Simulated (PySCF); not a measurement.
Orbital gap (eV) of eight silicon and germanium compounds: PBE beside HF, computed with PySCF for isolated molecules in the bases named; differences from unrounded values. The eight are the first of their class met in an unordered collection, after screening for sound electronic states; none was chosen by its value. Each molecule has one DFT geometry for both levels.

```json
[
 {"molecule": "C2H10OSi3, SMILES O[Si@@H]1C[C@H]([SiH3])[SiH2]1", "basis": "def2-TZVP", "HF": "12.51", "PBE": "4.98", "difference": "-7.53"},
 {"molecule": "C3H7NSi, SMILES CC1=NC[SiH2]1", "basis": "def2-TZVP", "HF": "12.67", "PBE": "3.81", "difference": "-8.86"},
 {"molecule": "CH10O2Si3, SMILES OC[Si](O)([SiH3])[SiH3]", "basis": "def2-TZVP", "HF": "12.45", "PBE": "4.29", "difference": "-8.15"},
 {"molecule": "CH3FO3Si, SMILES O=CO[Si@@H](O)F", "basis": "def2-TZVP", "HF": "16.77", "PBE": "5.35", "difference": "-11.42"},
 {"molecule": "C2H9NOSi2, SMILES C[SiH2]/N=C\\[SiH2]O", "basis": "def2-TZVP", "HF": "12.13", "PBE": "2.70", "difference": "-9.43"},
 {"molecule": "CH6O2Si2, SMILES C([SiH2]O)(=O)[SiH3]", "basis": "def2-TZVP", "HF": "12.15", "PBE": "2.25", "difference": "-9.89"},
 {"molecule": "C₂H₄BrClSi, SMILES C=C[SiH](Cl)Br", "basis": "def2-TZVP", "HF": "13.35", "PBE": "5.06", "difference": "-8.29"},
 {"molecule": "CH11NOSi3, SMILES N[SiH2]OC([SiH3])[SiH3]", "basis": "def2-TZVP", "HF": "13.55", "PBE": "5.33", "difference": "-8.21"}
]
```

PBE lies below HF in 8 and above it in 0 of the eight; the mean signed difference is -8.97 and the largest -11.42 eV.
